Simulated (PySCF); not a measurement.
C$_{2}$H$_{9}$GeNZn (SMILES C[N](C)[Zn][GeH3]), singlet, at the geometry of the source list, atoms displaced at random by about 0.03 Å a coordinate; PBE0/STO-3G, gradient run with PySCF.

Here is a job for PySCF.
```python
from pyscf import gto, scf, dft

mol = gto.Mole()
mol.atom = '''
    Zn   -0.632678    0.851853    0.047833
    N     0.538814   -0.519724   -0.388200
    C     1.928729   -0.489553   -0.104593
    C     0.362867   -1.408246   -1.555335
    H     2.352474   -1.514420    0.204397
    H     2.558307   -0.190976   -0.915984
    H     2.102697    0.192511    0.797906
    H     0.882812   -1.055627   -2.448750
    H     0.690136   -2.444455   -1.365987
    H    -0.696403   -1.455024   -1.865286
    Ge   -2.163189    1.787053    1.604057
    H    -2.504329    0.940994    2.791041
    H    -1.838229    3.130718    2.206569
    H    -3.555533    2.151922    1.063357
'''
mol.basis = 'sto-3g'
mol.charge = 0
mol.spin = 0
mol.verbose = 3
mol.build()

mf = dft.RKS(mol)
mf.xc = 'pbe0'
mf.conv_tol = 1e-6
mf.kernel()
g = mf.nuc_grad_method()
grad = g.kernel()
```

Q: What does PySCF print? Leave out banner, timings and long lists.

A: 
```
converged SCF energy = -3945.79737424128
--------------- RKS gradients ---------------
         x                y                z
0 Zn    -0.0407850341     0.0614610699     0.0029427649
1 N     0.1066885228    -0.0747021098    -0.0078891498
2 C    -0.0498941095     0.0139003742    -0.0859197581
3 C     0.0318680468     0.0058466668     0.0096735479
4 H     0.0156340049    -0.0230931941     0.0062182309
5 H    -0.0152676502    -0.0163581285     0.0256852557
6 H    -0.0017394157     0.0149410248     0.0266637862
7 H    -0.0126068528    -0.0050330878     0.0054868029
8 H    -0.0027464573    -0.0005101830    -0.0045597891
9 H     0.0000970561     0.0005738065    -0.0059532817
10 Ge     0.0128128312    -0.0061567776    -0.0000614625
11 H    -0.0080030695    -0.0183630922     0.0248949657
12 H     0.0020021889     0.0332258416     0.0135510911
13 H    -0.0381000902     0.0141581150    -0.0106660757
----------------------------------------------
```
